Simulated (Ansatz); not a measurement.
CH₇InO₄ (`C[OH+][In-]([OH])([OH])[OH]`). The species carries charge 0 and has multiplicity 1. In takes the def2 core potential.

| atom | x (Å) | y (Å) | z (Å) |
| --- | --- | --- | --- |
| C1 | 1.859 | 0.807 | -0.304 |
| O2 | 0.582 | 0.530 | -0.872 |
| In3 | -1.042 | -0.713 | 0.184 |
| O4 | -0.068 | -1.177 | 1.856 |
| O5 | -1.688 | -2.127 | -1.042 |
| O6 | -1.835 | 1.137 | 0.038 |
| H7 | 2.443 | -0.109 | -0.366 |
| H8 | 1.775 | 1.101 | 0.745 |
| H9 | 2.359 | 1.592 | -0.875 |
| H10 | -0.003 | 1.308 | -0.817 |
| H11 | -0.205 | -0.521 | 2.542 |
| H12 | -1.479 | -3.004 | -0.710 |
| H13 | -2.698 | 1.177 | -0.379 |

Question: What are the harmonic wavenumbers in cm⁻¹ at PBE0-D4/def2-TZVP (Ansatz, finite differences of forces, unscaled)? (Best estimate.)

Answer: Computed: 54, 70, 78, 109, 114, 131, 162, 202, 224, 245, 273, 299, 559, 587, 609, 740, 785, 803, 830, 1070, 1119, 1183, 1376, 1477, 1491, 1499, 3056, 3132, 3170, 3638, 3891, 3893, 3908.

Question: Is this a minimum?

Answer: Yes, all 33 modes are real.

Question: Give the ideal-gas thermochemistry at 298.15 K and 1 bar (rigid rotor, harmonic oscillator; point group C1, symmetry number 1).

Answer: Zero-point energy 243.9 kJ/mol; H(298) − E = 276.1 kJ/mol; entropy 444.7 J/(mol·K), of which translation 174.8, rotation 119.1, vibration 150.9; G(298) − E = 143.5 kJ/mol. Modes under 100 cm⁻¹ are hindered rotations or soft bends, so the harmonic entropy is rough.

Question: Rotational constants (cm⁻¹)?

Answer: 0.08542, 0.05084, 0.04691.
